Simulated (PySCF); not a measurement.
CdH₂Se. Atoms are numbered in the order given.

```xyz
4

Cd     0.0004    -1.0179     0.0000
H      0.0078    -2.6907     0.0000
Se    -0.0429     1.4712     0.0000
H      1.4294     1.5293     0.0000
```
Charge 0, spin multiplicity 1.

The structure is a stationary point at B3LYP-D3(BJ)/def2-TZVP. The def2 effective core potentials stand for the cores of Cd; spin–orbit coupling is left out.

Method: M06-2X/def2-TZVPD (PySCF).

Mulliken values depend strongly on the basis, most of all with diffuse functions as here. ESP charges are fitted to the potential on shells at 1.4 to 2.0 van der Waals radii. Atomic charges (e):

```json
[
 {"atom": "Cd1", "Mulliken": "0.59", "ESP fit": "…"},
 {"atom": "H2", "Mulliken": "-0.17", "ESP fit": "…"},
 {"atom": "Se3", "Mulliken": "-0.57", "ESP fit": "…"},
 {"atom": "H4", "Mulliken": "0.15", "ESP fit": "…"}
]
```

### Question
What belongs in the gaps? (The exact figures need the calculation; the answer reports its results.)

### Answer

- Cd1, ESP fit: 0.58
- H2, ESP fit: -0.26
- Se3, ESP fit: -0.42
- H4, ESP fit: 0.09
